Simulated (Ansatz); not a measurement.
FH$_{7}$N$_{2}$Si$_{2}$ (`N[Si](N)(F)[SiH3]`). The species carries charge 0 and has multiplicity 1. The structure was optimised at the PBE0-D4/def2-TZVP level. It is one conformer, not always the lowest.

```xyz
12

N     0.312    0.053    1.882
Si    0.400    0.380    0.211
N    -0.670    1.661   -0.095
F     1.959    0.703   -0.022
Si   -0.108   -1.351   -1.287
H    -0.573   -0.123    2.327
H     1.070   -0.417    2.350
H    -0.716    2.459    0.519
H    -0.991    1.876   -1.024
H    -1.419   -1.965   -0.936
H     0.931   -2.415   -1.232
H    -0.197   -0.860   -2.692
```

Task: What is the dipole moment at PBE/def2-TZVPP? (Best estimate.)

Result: Ansatz gave: 2.02 D, with components (-1.54, 0.58, 1.18) D in this frame, pointing from negative to positive charge.

Task: And with r2SCAN, B3LYP, ωB97M-V? (Best estimate.)

Result: Computed: r2SCAN 2.02 D, B3LYP 1.99 D, ωB97M-V 1.98 D.

Task: Give the Mulliken charges with PBE, r2SCAN, B3LYP in def2-TZVPP. (Best estimate.)

Result: The calculation gave: 
```
atom    PBE  r2SCAN  B3LYP
  N1  -0.39   -0.45  -0.40
 Si2   0.59    0.72   0.70
  N3  -0.38   -0.45  -0.40
  F4  -0.28   -0.33  -0.33
 Si5   0.00    0.08   0.06
  H6   0.15    0.16   0.14
  H7   0.16    0.16   0.14
  H8   0.15    0.16   0.14
  H9   0.15    0.16   0.14
 H10  -0.05   -0.07  -0.07
 H11  -0.05   -0.07  -0.06
 H12  -0.05   -0.07  -0.07
```

B3LYP here is the variant with VWN-RPA as its local correlation; programs differ in this.
